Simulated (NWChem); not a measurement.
Species: BeSiH3F; SMILES [F][Be][SiH3]

```xyz
6

Be     0.0009     0.8210     0.0000
F      0.0011     2.2137     0.0000
Si     0.0003    -1.3458     0.0000
H      0.7029    -1.8942    -1.2044
H     -1.3944    -1.8932    -0.0065
H      0.6916    -1.8942     1.2109
```
Atoms are numbered in this order, from 1.

Computed with NWChem. Structure relaxed at the PBE0/def2-SVP level. Ions are spin-unrestricted doublets at the neutral geometry; other ion states weren't tried.

```
level                   vertical ionisation energy, ΔSCF (eV)  −ε(HOMO) (eV)  ΔSCF minus −ε(HOMO) (eV)
----------------------  -------------------------------------  -------------  ------------------------
B3LYP/def2-TZVP                                         10.83           8.21                      2.62
PBE/def2-TZVP                                           10.65           7.27                      3.38
Hartree-Fock/def2-TZVP                                  10.03          11.10                     -1.07
CAM-B3LYP/def2-TZVP                                (withheld)     (withheld)                (withheld)
PBE0/def2-TZVP                                          10.78           8.42                      2.36
```

Problem. Complete the blanks.

Solution. 
- CAM-B3LYP/def2-TZVP, vertical ionisation energy, ΔSCF (eV): 12.41
- CAM-B3LYP/def2-TZVP, −ε(HOMO) (eV): 9.74
- CAM-B3LYP/def2-TZVP, ΔSCF minus −ε(HOMO) (eV): 2.67
